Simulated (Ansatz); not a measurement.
A geometry relaxed with B3LYP-D3(BJ)/def2-TZVP run with Ansatz (an electronic-structure program), charge 0, multiplicity 1:

```xyz
9

C      0.1032     0.1278     0.6001
H     -0.8726    -1.2712    -0.6792
O      0.1664     0.3067     1.7931
H     -1.9256    -0.5218     0.5602
O      1.4175     0.2727    -1.4191
H     -1.3975     0.3812    -0.8926
H      2.2169     0.7665     0.3832
C     -1.1091    -0.3529    -0.1370
C      1.3633     0.4151    -0.2281
```

Task: Write the SMILES of this molecule.

Result: `CC(=O)C=O`
